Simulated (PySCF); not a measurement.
Vertical excitations of a molecule C₂H₁₁NSi₃ from TDA-PBE0/def2-SVPD in PySCF, as energy in eV (oscillator strength): 5.54 (0.014), 5.60 (0.089), 5.68 (0.059), 6.07 (0.005), 6.33 (0.001), 6.44 (0.147). Lowest triplet (TDA): 4.91 eV. The structure is a stationary point at PBE0-D3(BJ)/def2-SVP. Other conformers were not sampled.

Identify the compound among the candidates.
(A) [SiH3][C@H]1[SiH2]CN[SiH2]1
(B) CN1C[Si@@H]([SiH3])[SiH2]1
(C) CC1(N)[SiH2][SiH2][SiH2]1
(D) CC[Si@H]1N[SiH2][SiH2]1

D, CC[Si@H]1N[SiH2][SiH2]1
